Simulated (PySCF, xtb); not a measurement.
C₃H₄ClFSi, SMILES FC=C=C([SiH3])Cl.

Harmonic wavenumbers (cm⁻¹) from GFN2-xTB run with xtb at its own minimum, in rising order: 81, 87, 123, 158, 226, 320, 434, 446, 526, 557, 602, 727, 752, 766, 771, 838, 1007, 1182, 1372, 2036, 2283, 2289, 2293, 3046.

Question: What does PBE-D3(BJ)/def2-SVP in PySCF give at its own minimum? (An estimate is asked for; the answer gives what the named calculation found.)

Answer: 85, 104, 135, 172, 247, 346, 425, 463, 590, 639, 659, 798, 830, 881, 900, 909, 1049, 1210, 1384, 2004, 2174, 2186, 2193, 3098. Paired by order, the mean absolute difference is 53 cm⁻¹ and the zero-point energies are 32.8 and 33.6 kcal/mol.
